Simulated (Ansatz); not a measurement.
The cluster Cr2O2⁺. Charge 1, multiplicity 2. Geometry PBE0-D4/def2-SVP, that of the neutral singlet; atoms count from 1.

```csv
atom,x (Å),y (Å),z (Å)
Cr1,0.2752,0.1681,-0.5315
Cr2,-0.5780,0.5372,0.9817
O3,-1.4678,-0.4300,-0.0875
O4,1.7707,-0.2753,-0.3627
```

The charge 1 doublet is spin-contaminated (final ⟨S²⟩ up to 2.66, 0.75 for a pure state). The structure comes from a short search, and lower isomers may exist.

Problem. Estimate the Mulliken populations from the PBE0/def2-TZVP orbitals of Ansatz.

Solution. 
```json
{"atom": "Cr1", "charge (e)": "0.94", "spin (α − β)": "-2.33", "d electrons": "4.53"}
{"atom": "Cr2", "charge (e)": "1.01", "spin (α − β)": "2.92", "d electrons": "4.53"}
{"atom": "O3", "charge (e)": "-0.55", "spin (α − β)": "-0.20", "d electrons": "–"}
{"atom": "O4", "charge (e)": "-0.39", "spin (α − β)": "0.61", "d electrons": "–"}
```
Mulliken values and Mayer orders depend strongly on the basis.

Problem. Where does the spin sit?

Solution. Summed by element: Cr 0.59, O 0.41, of 1 unpaired in all. Largest on single atoms: Cr2 2.92, Cr1 -2.33, O4 0.61.

Problem. And the Mayer bond orders between bonded heavy atoms (over 0.3)?

Solution. Cr1–Cr2 1.76 (1.78 Å); Cr1–O3 0.71 (1.90 Å); Cr1–O4 1.77 (1.57 Å); Cr2–O3 1.35 (1.69 Å).
